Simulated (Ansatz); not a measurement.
Question: Name a neutral molecule of C, Ge, N, Si and H with size of the dipole moment (ωB97M-V/def2-TZVPP) between 0.55 and 0.85 D and HOMO–LUMO gap (B3LYP/def2-TZVPP) between 5.85 and 6.15 eV (Ansatz, PBE0-D4/def2-TZVP geometry).

Answer: `C[NH][GeH2][SiH3]` (0.78 D, 6.07 eV); `C1[NH][GeH2][SiH2]1` (0.76 D, 5.91 eV). Other molecules can fit too; these were computed, each in one conformer that needn't be the lowest.

B3LYP here is the variant with VWN-RPA as its local correlation; programs differ in this.
